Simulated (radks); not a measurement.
Results of a calculation; reference values are marked as such.
The nuclear charge of neutral gold is varied continuously with 79 electrons held in [Xe] 4f14 5d10 6s1. Level of theory: scalar-relativistic Kohn-Sham, SCAN, spin-polarised, spherical densities, finite nucleus; open shells are filled with parallel spins first (spin-orbit coupling, left out, can overturn this in heavy ions); meta-GGA in the generalised Kohn-Sham scheme; Fermi nuclear charge, rms radius 5.4371 fm (a radial shooting solver on a logarithmic mesh with Libxc functionals). By the Hellmann-Feynman theorem dE/dZ = E(electron-nucleus)/Z, the electronic potential at the nucleus (averaged over a nucleus of fixed radius). The scalar-relativistic energy here is not variational (the density holds large components alone), so the two differ by a part that grows with Z.

Z	E (hartree)	E(electron-nucleus)/Z (hartree)	HOMO	e(HOMO) (eV)	<r> HOMO (bohr)
78.75	-18859.8813	-595.706	5d	-4.340	1.637
79	-19010.5121	-598.668	6s	-6.567	2.816
79.25	-19161.8998	-601.632	6s	-8.631	2.724
79.5	-19314.0459	-604.598	6s	-10.818	2.641
79.75	-19466.9507	-607.568	6s	-13.122	2.566
80	-19620.6150	-610.542	6s	-15.535	2.497

The central difference of E at Z = 79 is -604.037 hartree, to compare with the third column; the second derivative is -12.1 hartree.
